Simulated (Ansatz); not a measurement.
`[CH3][GeH][SiH3]` radical, 10 atoms. The species carries charge 0 and has multiplicity 2. Correlated methods include outer-core shells of Ge, which these sets cover unevenly. Scalar relativity is left out up to krypton. All runs use 4 threads of a server CPU on a shared host. Correlated methods freeze the cores. Open-shell runs search over several starts.

Q: How many basis functions does each run have, and how long does it take in Ansatz? UKS ωB97M-V/def2-QZVPP energy; UKS PBE0-D4/def2-QZVPP energy; UKS B2PLYP (frozen core)/def2-TZVPP energy; UKS ωB97M-V/def2-SVP energy; UHF-CCSD(T)/def2-SVP energy; UKS PBE0-D4/def2-SVP energy; UHF-CCSD(T)/def2-TZVPP energy; UKS PBE0-D4/def2-TZVPP energy; UKS PBE0-D4/def2-TZVP frequencies; UKS BLYP-D4/def2-TZVPP energy; UKS PBE0-D4/def2-TZVP relaxation (6 steps); UHF-MP2/def2-QZVPP energy. (An estimate is asked.)

A: Ansatz gave: Other jobs shared the machine, so times are rough.

```csv
level,job,functions,wall time,peak host memory (GiB)
UKS PBE0-D4/def2-SVP,energy,99,1.7 s,0.3
UKS BLYP-D4/def2-TZVPP,energy,219,2.2 s,0.33
UKS PBE0-D4/def2-TZVPP,energy,219,3.6 s,0.73
UKS ωB97M-V/def2-SVP,energy,99,4.9 s,0.51
UKS B2PLYP (frozen core)/def2-TZVPP,energy,219,5.5 s,0.7
UHF-CCSD(T)/def2-SVP,energy,99,8.5 s,0.76
UKS PBE0-D4/def2-QZVPP,energy,426,12 s,1.9
UKS PBE0-D4/def2-TZVP,relaxation (6 steps),158,17 s,0.52
UHF-MP2/def2-QZVPP,energy,426,21 s,2.4
UKS ωB97M-V/def2-QZVPP,energy,426,27 s,2.5
UKS PBE0-D4/def2-TZVP,frequencies,158,120 s,0.52
UHF-CCSD(T)/def2-TZVPP,energy,219,2.6 min,8.5
```
